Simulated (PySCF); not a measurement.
# Vibration and rotation of SrTl

ROHF-CCSD(T) constants of SrTl, ²Π (doublet), unpaired electrons π ↑ (PySCF, scalar-relativistic core potentials, basis sets Sr def2-SVP with ECP28, Tl def2-SVP with ECP60; masses 87.9056 and 204.9744 u):

* ωe: 75.5 cm⁻¹
* ωexe: 0.436 cm⁻¹
* Be: 0.022163 cm⁻¹
* αe: 0.000126 cm⁻¹
* D (centrifugal): 7.65e-09 cm⁻¹
* De to Sr + Tl: 0.375 eV

Problem. Give the vibrational terms G(v) and spacings up to v = 6.

Solution. G(v) = ωe(v+½) − ωexe(v+½)².

```tsv
v	G(v) (cm⁻¹)	G(v) − G(v−1)	Bv (cm⁻¹)
0	37.6		0.02210
1	112.3	74.6	0.02197
2	186.0	73.8	0.02185
3	258.9	72.9	0.02172
4	330.9	72.0	0.02160
5	402.1	71.1	0.02147
6	472.3	70.3	0.02134
```

Problem. How well does the Morse estimate ωe²/(4ωexe) reproduce De, and what is D0?

Solution. It gives 0.405 eV, 108 % of the computed De. D0 = De − G(0) = 0.375 − 0.005 = 0.370 eV.

Correlated steps freeze 4 core orbitals. The bond is weak. Basis-set superposition, not corrected here, can be much of De in a small basis, most of all at correlated wavefunction levels. Spin–orbit coupling is left out, which matters for elements this heavy, above all for dissociation energies. The state is the lowest determinant that a PBE0 search found; another state may lie lower at other levels.
